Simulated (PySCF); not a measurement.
# Functional benchmark on one molecule

Molecule: `O=P(CC)(CC)CC`, C₆H₁₅OP.

Molfile (atoms numbered from 1):
```
C6H15OP
     RDKit          3D

 23 22  0  0  0  0  0  0  0  0999 V2000
    2.5978    0.6052    0.4574 C   0  0  0  0  0  0  0  0  0  0  0  0
    1.6627   -0.1193   -0.5014 C   0  0  0  0  0  0  0  0  0  0  0  0
    0.0508   -0.4848    0.2769 P   0  0  0  0  0  5  0  0  0  0  0  0
    0.1797   -1.2440    1.5663 O   0  0  0  0  0  0  0  0  0  0  0  0
   -0.8934   -1.3881   -1.0002 C   0  0  0  0  0  0  0  0  0  0  0  0
   -2.2977   -1.7384   -0.5270 C   0  0  0  0  0  0  0  0  0  0  0  0
   -0.7942    1.1217    0.5022 C   0  0  0  0  0  0  0  0  0  0  0  0
   -1.0011    1.9806   -0.7356 C   0  0  0  0  0  0  0  0  0  0  0  0
    2.6331    0.0746    1.4204 H   0  0  0  0  0  0  0  0  0  0  0  0
    2.2624    1.6356    0.6531 H   0  0  0  0  0  0  0  0  0  0  0  0
    3.6193    0.6612    0.0536 H   0  0  0  0  0  0  0  0  0  0  0  0
    1.5137    0.4363   -1.4418 H   0  0  0  0  0  0  0  0  0  0  0  0
    2.0780   -1.1037   -0.7743 H   0  0  0  0  0  0  0  0  0  0  0  0
   -0.8991   -0.8171   -1.9432 H   0  0  0  0  0  0  0  0  0  0  0  0
   -0.3102   -2.3056   -1.1841 H   0  0  0  0  0  0  0  0  0  0  0  0
   -2.9390   -0.8464   -0.4538 H   0  0  0  0  0  0  0  0  0  0  0  0
   -2.7877   -2.4412   -1.2169 H   0  0  0  0  0  0  0  0  0  0  0  0
   -2.2545   -2.2057    0.4681 H   0  0  0  0  0  0  0  0  0  0  0  0
   -0.2058    1.6491    1.2709 H   0  0  0  0  0  0  0  0  0  0  0  0
   -1.7511    0.8730    0.9899 H   0  0  0  0  0  0  0  0  0  0  0  0
   -1.5166    2.9192   -0.4821 H   0  0  0  0  0  0  0  0  0  0  0  0
   -0.0461    2.2533   -1.2106 H   0  0  0  0  0  0  0  0  0  0  0  0
   -1.6139    1.4678   -1.4929 H   0  0  0  0  0  0  0  0  0  0  0  0
  1  2  1  0
  2  3  1  0
  3  4  2  0
  3  5  1  0
  5  6  1  0
  3  7  1  0
  7  8  1  0
  1  9  1  0
  1 10  1  0
  1 11  1  0
  2 12  1  0
  2 13  1  0
  5 14  1  0
  5 15  1  0
  6 16  1  0
  6 17  1  0
  6 18  1  0
  7 19  1  0
  7 20  1  0
  8 21  1  0
  8 22  1  0
  8 23  1  0
M  END
```

Geometry PBE0-D3(BJ)/def2-SVP throughout; GIAO in PySCF, gas phase, one conformer, non-relativistic; equivalent atoms averaged; basis pcSseg-1.

Reference values (measured; E. Pretsch, P. Bühlmann, M. Badertscher, Structure Determination of Organic Compounds, 4th ed., Springer 2009): δ(P3) = 48.0 ppm vs 85 % H3PO4. Computed shifts are taken against H3PO4, calculated as an isolated molecule at each level.

Task: How do the functionals HF, PBE, BP86, B3LYP, mPW1PW91, CAM-B3LYP perform against the reference? Times are CPU seconds on 1 thread of an Intel Xeon Platinum 8259CL, shared host; the GGAs took longer than the global hybrids here, which isn't the general rule, and the cause wasn't traced.

Result: 
```csv
functional,kind,P3,abs. error P,core-s
HF,Hartree–Fock,23.1,24.9,32
PBE,GGA,21.1,26.9,110
BP86,GGA,22.9,25.1,110
B3LYP,global hybrid,24.7,23.3,68
mPW1PW91,global hybrid,20.4,27.6,65
CAM-B3LYP,range-separated hybrid,21.1,26.9,95
```

For ³¹P the closest is B3LYP (23.3 ppm) and the furthest mPW1PW91 (27.6 ppm). One molecule is a small sample, and vibrational and solvent effects are absent from the calculation.
